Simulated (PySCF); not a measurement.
## Multinuclear NMR of C₅H₃F₃N₄

Atoms are numbered as in `[N:1]#[C:2][c:3]1[cH:4][n:5][n:6]([CH2:7][C:8]([F:9])([F:10])[F:11])[n:12]1`. Hydrogens are named by the atom that carries them.

[PySCF 2.14.0 with density-fitted response routines: geometry: GFN2-xTB; shieldings: GIAO PBE0/pcSseg-1; in vacuum; non-relativistic; one computed conformer; averaged over atoms made equivalent by symmetry, fast rotation or ring inversion]

(1) What are the ¹⁹F shifts?

(2) Predict the ¹⁵N NMR data.

## Answers

(1) 
```
     atoms              environment  σ (ppm)  δ (ppm)
F9/F10/F11  fluorine of a CF3 group    257.3    -71.5
```

Shieldings were converted by a linear fit to measured shifts: ¹⁹F (scatter 6.0 ppm rms, 7.0 ppm with the 5 outliers that the fit left out vs CFCl3, solution or neat liquid, with a term for F on sp3 carbon). A few per cent of atoms miss by over 2 rms, more outside the fitted compound classes.

On a 500 MHz spectrometer ¹⁹F resonates near 470.5 MHz, so 1 ppm is 470.5 Hz.

(2) 
```json
{"atoms": "N12", "environment": "pyridine-type nitrogen of an azole", "σ (ppm)": "-114.8", "δ (ppm)": "-42.3"}
{"atoms": "N5", "environment": "pyridine-type nitrogen of an azole", "σ (ppm)": "-101.8", "δ (ppm)": "-54.2"}
{"atoms": "N1", "environment": "nitrile nitrogen", "σ (ppm)": "-63.1", "δ (ppm)": "-89.9"}
{"atoms": "N6", "environment": "pyrrole-type ring nitrogen", "σ (ppm)": "-0.4", "δ (ppm)": "-147.7"}
```

Shieldings were converted by a linear fit to measured shifts: ¹⁵N: δ = -148.07 − 0.921σ (rms 6.3 ppm, 71 shifts vs CH3NO2, solution or neat liquid). Occasional misses reach two or three times the rms, and more in compound classes unlike the fitted ones.

On a 600 MHz spectrometer ¹⁵N resonates near 60.8 MHz, so 1 ppm is 60.8 Hz.
